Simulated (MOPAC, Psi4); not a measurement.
Conformational energy of SMILES OB([SiH2][SiH3])O (H7BO2Si2). Scanned: dihedral O1–B2–Si4–Si5; all other coordinates were relaxed at B3LYP-D3(BJ)/def2-SVP. Points at φ and −φ are mirror images. Heavy atoms are numbered in the order of the SMILES OB(O)[SiH2][SiH3], hydrogens after them in the order of the atoms that carry them; the mirror image has the same energies with the sign of each dihedral reversed.

Methods: PBE-D3(BJ)/def2-TZVP // B3LYP-D3(BJ)/def2-SVP (Psi4); AM1, restricted, heats of formation // B3LYP-D3(BJ)/def2-SVP (MOPAC); MP2/cc-pVTZ = DF-MP2 (frozen core)/cc-pVTZ // B3LYP-D3(BJ)/def2-SVP in Psi4 1.11.

Energies relative to the lowest point of each profile, in kcal/mol:

```json
[
 {"φ / °": "-150", "PBE-D3(BJ)/def2-TZVP": "0.43", "AM1": "0.81"},
 {"φ / °": "-120", "PBE-D3(BJ)/def2-TZVP": "0.18", "AM1": "0.21"},
 {"φ / °": "-90", "PBE-D3(BJ)/def2-TZVP": "0.00", "AM1": "0.00"},
 {"φ / °": "-60", "PBE-D3(BJ)/def2-TZVP": "0.15", "AM1": "0.18"},
 {"φ / °": "-30", "PBE-D3(BJ)/def2-TZVP": "0.43", "AM1": "0.83"},
 {"φ / °": "0", "PBE-D3(BJ)/def2-TZVP": "0.56", "AM1": "1.26"},
 {"φ / °": "30", "PBE-D3(BJ)/def2-TZVP": "0.43", "AM1": "0.83"},
 {"φ / °": "60", "PBE-D3(BJ)/def2-TZVP": "0.15", "AM1": "0.18"},
 {"φ / °": "90", "PBE-D3(BJ)/def2-TZVP": "0.00", "AM1": "0.00"},
 {"φ / °": "120", "PBE-D3(BJ)/def2-TZVP": "0.18", "AM1": "0.21"},
 {"φ / °": "150", "PBE-D3(BJ)/def2-TZVP": "0.43", "AM1": "0.81"},
 {"φ / °": "180", "PBE-D3(BJ)/def2-TZVP": "0.56", "AM1": "1.20"}
]
```

**Question.** Estimate the MP2/cc-pVTZ values at these points.

**Answer.** -150: 0.25; -120: 0.09; -90: 0.00; -60: 0.08; -30: 0.25; 0: 0.34; 30: 0.25; 60: 0.08; 90: 0.00; 120: 0.09; 150: 0.25; 180: 0.33 (kcal/mol).
